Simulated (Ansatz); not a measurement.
Born–Oppenheimer molecular dynamics of Cl₂GaH₄N (8 atoms, charge 0, multiplicity 1). It starts at the highest image of a converged band. Of that band: Neighbouring images differ by up to 1.4 eV, so the band resolves the path poorly. A vibrational analysis at the climbing image gives one clearly imaginary mode, 1226i cm⁻¹: a first-order saddle point.

The calculation used RKS PBE0-D4/def2-SVP (Ansatz 0.2.0).

```yaml
ensemble: NVE (velocity Verlet)
time_step: 0.5 fs
steps_asked: 200
starting_velocities_drawn_for: 100 K
seed: 6533
```

First frame:

```xyz
8
Properties=species:S:1:pos:R:3
Ga -0.092 0.262 0.140
N -0.096 0.091 2.062
H -0.859 -0.417 2.507
H 0.782 -0.142 2.525
Cl 1.824 0.175 -0.818
Cl -1.863 -0.390 -0.876
H -0.368 1.989 0.736
H -0.301 1.445 1.549
```

Problem. How far do the bonds stretch over the last three quarters of this one trajectory? (Pairs bonded in most of those frames.)

Solution. 
| bond | mean (Å) | spread (Å) | shortest | longest |
| --- | --- | --- | --- | --- |
| Ga1–N2 | 1.801 | 0.027 | 1.75 | 1.84 |
| Ga1–Cl5 | 2.141 | 0.019 | 2.11 | 2.17 |
| Ga1–Cl6 | 2.140 | 0.011 | 2.12 | 2.15 |
| N2–H3 | 1.017 | 0.012 | 1.00 | 1.04 |
| N2–H4 | 1.017 | 0.016 | 0.99 | 1.04 |
| H7–H8 | 0.762 | 0.011 | 0.75 | 0.78 |

Mean temperature of the second half: 846 K. The conserved energy stayed within 0.081 meV per atom of its start (net change 0.029 meV per atom), so the integration is sound. The kinetic energy rose, since the run started high on the potential surface and went downhill. It ends in pieces (Cl2GaH2N + H2), so much of that is their flight and rotation, not heat. A run of 0.1 ps of so small a system gives no equilibrium averages. The orbitals stay closed-shell, which can raise the energy where a bond breaks towards radicals; this wasn't checked here.

Time of the run: 8.8 min on 2 threads of Arm Neoverse V1, on a shared host, peak memory 0.24 GiB.
